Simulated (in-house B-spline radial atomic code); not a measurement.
N3+: [He] 2s2

Method: non-relativistic TPSSh, spin-polarised, spherical fractional occupations, point nucleus. Calculated with an all-electron radial atomic-structure program (B-spline basis).

Z_r = [3n² - l(l+1)]/(2<r>); Z_e = n√(-2ε); the last column is Slater's effective charge. Values are occupation-weighted means over spin.

```tsv
shell	electrons	ε (eV)	<r> (bohr)	Z_r	Z_e	Slater
1s	2	-457.67	0.228	6.58	5.80	6.70
2s	2	-69.234	1.106	5.42	4.51	4.95
```

The least bound orbital is 2s at -69.23 eV, and it is also the most diffuse (<r> = 1.106 bohr).
